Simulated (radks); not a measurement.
The numbers below are computed, except where a source is named.
Question: These are the eigenvalues of the occupied orbitals of an atom or ion with whole-number occupations (hartree). Level of theory: scalar-relativistic Kohn-Sham, PBE, spin-polarised, spherical densities, finite nucleus; Fermi nuclear charge, rms radius of each element as measured or else 0.836 A^(1/3) + 0.57 fm (a radial shooting solver on a logarithmic mesh with Libxc functionals).

1s up: -3330.345
1s down: -3330.344
2s up: -598.6212
2s down: -598.6165
2p up: -512.3284
2p down: -512.3241
3s up: -144.6765
3s down: -144.6741
3p up: -120.0079
3p down: -120.0053
3d up: -95.17475
3d down: -95.17091
4s up: -33.37843
4s down: -33.37327
4p up: -25.29107
4p down: -25.28613
4d up: -16.03013
4d down: -16.02441
5s up: -6.01141
5s down: -5.98442
4f up: -5.83286
4f down: -5.82584
5p up: -3.73005
5p down: -3.69912
5d up: -1.17087
5d down: -1.13470
6s up: -0.62221
6s down: -0.57345
6p up: -0.22392
6p down: -0.17674

Which element is it, and in what charge state? The configuration may be excited. Open shells, if any, are filled with parallel spins first.

Answer: Z = 83, bismuth, charge 0: Bi in [Xe] 4f14 5d9 6s2 6p4. The list shows which subshells hold electrons but not how many an open one holds; the 1s level, -3330.3 hartree, gives Z - s = 81.6 by -(Z - s)^2/2, which with screening and relativity narrows Z to a few neighbours, and the depths of the outer levels then fix element, charge and occupations together.
